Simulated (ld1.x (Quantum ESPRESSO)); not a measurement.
Before and after: TM potential for bismuth

Bi (Z = 83), norm-conserving Troullier–Martins (Kleinman–Bylander form), made with ld1.x (Quantum ESPRESSO) 7.5 (PBEsol, scalar-relativistic). Core [Xe] 4f14 5d10, reference 6s2 6p3. Waves: 6p (bound): rc 2.70 bohr; 6s (bound): rc 1.40 bohr. Local part: the s channel. Core correction: Bessel-smoothed model core inside 1.45 bohr.

Change: wave 6p (bound): rc 2.70 bohr becomes 6p (bound): rc 3.26 bohr.

Cutoffs: the cutoffs (Ry, on a coarse ladder) from which the occupation-weighted sum of valence levels, in a spherical-Bessel basis at the reference potential, stays within 10 and 1 mRy of its value at 400 Ry; they do not see the model core or the augmentation charge, which bear on the density cutoff. Errors are all-electron minus pseudo energies relative to the spin-unpolarised reference configuration.

**Question.** Predict the effect on cutoff, ghosts and configuration errors.

**Answer.** The potential gets neither clearly harder nor softer (110 Ry and 180 Ry → 110 Ry and 180 Ry); the s channel sets the loose cutoff, while the largest relative change is in p, which becomes softer; of the 7 tests that both files solve, the error grows in 3 and shrinks in 2 by more than 15 % and 0.3 meV (median size 69.5 → 52.1 meV); neither file shows a bound ghost.

```tsv
quantity	base	changed
cutoff, loose	110 Ry	110 Ry
cutoff, tight	180 Ry	180 Ry
loose cutoff by channel (10 mRy a level)	p 8 Ry, s 90 Ry	p 6 Ry, s 90 Ry
bound ghosts	none	none
error for 6s2 6p2, meV [ΔE 7.95 eV]	-12	-13
error for 6s2 6p1, meV [ΔE 23.24 eV]	-74	-90
error for 6s2 6p0, meV [ΔE 46.60 eV]	-252	-326
error for 6s2 6p2.5, meV [ΔE 3.11 eV]	-2.8	-2.9
error for 6s1 6p0, meV [ΔE 92.07 eV]	-775	-940
error for 6s1 6p3, meV [ΔE 18.81 eV]	-69	-52
error for 6s1 6p4, meV [ΔE 10.12 eV]	-45	-28
```
